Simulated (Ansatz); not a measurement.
Cost and result for the atomization energy of C$_{2}$H$_{6}$Cl$_{2}$SSi$_{2}$, SMILES `C=C[SiH2]S[SiH](Cl)Cl` (13 atoms, 12 bonds).

| atom | x (Å) | y (Å) | z (Å) |
| --- | --- | --- | --- |
| C1 | 0.9358 | 1.5389 | 1.1274 |
| C2 | -0.3083 | 1.2192 | 0.7815 |
| Si3 | -0.7729 | 0.9029 | -0.9793 |
| S4 | -1.5475 | -1.0908 | -1.2842 |
| Si5 | -0.0618 | -2.2832 | -0.3889 |
| Cl6 | 1.8269 | -1.6541 | -0.8617 |
| Cl7 | -0.2117 | -2.3262 | 1.6494 |
| H8 | 1.7312 | 1.6160 | 0.3914 |
| H9 | 1.2177 | 1.7296 | 2.1590 |
| H10 | -1.0671 | 1.1363 | 1.5566 |
| H11 | -1.9156 | 1.7394 | -1.4234 |
| H12 | 0.4063 | 1.1334 | -1.8478 |
| H13 | -0.2331 | -3.6615 | -0.8800 |

The species carries charge 0 and has multiplicity 1. Geometry: relaxed with PBE0-D4/def2-TZVP. It is one conformer, not always the lowest. Program: Ansatz. All runs use 2 threads of an AMD EPYC 7R13 on a shared host and a share of an NVIDIA H100 80 GB. Times are those of one run each, without the atoms' runs, and a repeat can differ threefold. Electronic energies, without spin–orbit coupling; frozen cores. CCSD(T)/CBS adds CCSD(T) − MP2 in def2-TZVPP to the MP2 limit, and its time is that of the two runs behind it. T1 = 0.011. B3LYP takes the VWN-RPA correlation (the form of Gaussian; ORCA's B3LYP/G).

CCSD(T)/CBS is a level of theory with its own doubt, some kJ/mol a heavy atom from the limit and from the frozen cores, so smaller differences don't rank the functionals.

```
                             level  functions  wall time
                 B2PLYP/def2-TZVPP        356      3.3 s
   PBE-D4/def2-TZVPP (with forces)        356      3.4 s
                PBE0-D4/def2-TZVPP        356      3.5 s
                    MP2/def2-QZVPP        644      3.9 s
 B3LYP-D4/def2-TZVPP (with forces)        356      4.1 s
r2SCAN-D4/def2-TZVPP (with forces)        356      4.2 s
                ωB97X-V/def2-TZVPP        356      5.5 s
  ωB97M-V/def2-TZVPP (with forces)        356        6 s
                CCSD(T)/def2-TZVPP        356      6.5 s
                 CCSD(T)/CBS(def2)          –       10 s
```

Task: What atomization energy does each give, and how far from CCSD(T)/CBS? (Best estimate.)

Result: Ansatz gave: 
```csv
level,atomization (kcal/mol),difference from CCSD(T)/CBS,per bond
B2PLYP/def2-TZVPP,1096.3,-21.3,-1.8
PBE-D4/def2-TZVPP (with forces),1131.5,13.9,1.2
PBE0-D4/def2-TZVPP,1119.7,2.1,0.2
MP2/def2-QZVPP,1126.0,8.4,0.7
B3LYP-D4/def2-TZVPP (with forces),1110.4,-7.2,-0.6
r2SCAN-D4/def2-TZVPP (with forces),1122.9,5.3,0.4
ωB97X-V/def2-TZVPP,1123.0,5.4,0.4
ωB97M-V/def2-TZVPP (with forces),1123.0,5.4,0.5
CCSD(T)/def2-TZVPP,1083.6,-34.0,-2.8
CCSD(T)/CBS(def2),1117.6,0.0,0.0
```

In def2-TZVPP, CCSD(T) changes the Hartree–Fock value by +252.0 kcal/mol (the triples alone add +19.1 kcal/mol) and MP2 by +274.4 kcal/mol; breaking electron pairs costs correlation energy, which Hartree–Fock lacks. From PBE to PBE0 (25 % exact exchange), in def2-TZVPP and without D4, the atomization energy moves by −10.2 kcal/mol: exact exchange takes away binding that semilocal exchange gives to molecules. The D4 term adds +20.2 kcal/mol with B3LYP and +10.9 kcal/mol with PBE0; it sums over pairs of atoms, weighted by their polarisabilities, and B3LYP, whose exchange is more repulsive, gets the larger term.
